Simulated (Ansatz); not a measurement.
One change: `NC([SiH3])S[SiH3]` becomes `NC(O)S[SiH3]`.

Ansatz, PBE0-D4/def2-TZVP geometries, multiplicity 1. Each molecule was computed in one conformer, which needn't be the lowest.

```tsv
property	`NC([SiH3])S[SiH3]`
HOMO–LUMO gap (ωB97M-V/def2-TZVPP) / eV	10.64
size of the dipole moment (PBE/def2-TZVPP) / D	0.89
LUMO energy (PBE0/def2-TZVPP) / eV	-0.17
HOMO–LUMO gap (PBE0/def2-TZVPP) / eV	6.73
HOMO energy (B3LYP/def2-TZVPP) / eV	-6.67
HOMO–LUMO gap (B3LYP/def2-TZVPP) / eV	6.30
```

Problem. What does the change do to each property? (Estimate.)

Solution. Ansatz gave: 
```tsv
property	`NC(O)S[SiH3]`	shift
HOMO–LUMO gap (ωB97M-V/def2-TZVPP) / eV	11.12	0.48
size of the dipole moment (PBE/def2-TZVPP) / D	2.13	1.24
LUMO energy (PBE0/def2-TZVPP) / eV	0.19	0.36
HOMO–LUMO gap (PBE0/def2-TZVPP) / eV	7.21	0.48
HOMO energy (B3LYP/def2-TZVPP) / eV	-6.79	-0.12
HOMO–LUMO gap (B3LYP/def2-TZVPP) / eV	6.73	0.43
```

With PBE0 the HOMO falls by 0.13 eV and the LUMO rises by 0.36 eV, so the gap widens by about 0.49 eV. PBE moves the HOMO by -0.10 eV and ωB97M-V by -0.16 eV. Dipoles are sizes alone; their direction can turn.

B3LYP here is the variant with VWN-RPA as its local correlation; programs differ in this.
